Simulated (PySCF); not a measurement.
Computed shifts of a molecule C2H6BFO2, PBE0/pcSseg-1 (PySCF), GIAO, gas phase, atoms alike by connectivity averaged where their shifts nearly agree, in ppm (number of nuclei): ¹⁹F: -138.0 (1). ¹H: 4.32 (1), 4.00 (1), 3.32 (1), 1.51 (3). ¹³C: 63.5 (1), 20.4 (1). References: ¹¹B against BF3 (σ = 88.8 ppm); ¹⁹F against CFCl3 (σ = 167.2 ppm); ¹⁷O against H2O (σ = 334.2 ppm); ¹H against TMS (σ = 31.56 ppm); ¹³C against TMS (σ = 186.3 ppm), references at their B3LYP-D3(BJ)/def2-TZVP geometries, non-relativistic. Geometry optimised at PBE0-D3(BJ)/def2-SVP. One conformer was computed; it need not be the lowest.

Pick the molecule that these values belong to.
A) COB(F)OC
B) COCB(O)F
C) OCB(F)CO
D) CCOB(O)F

D, CCOB(O)F
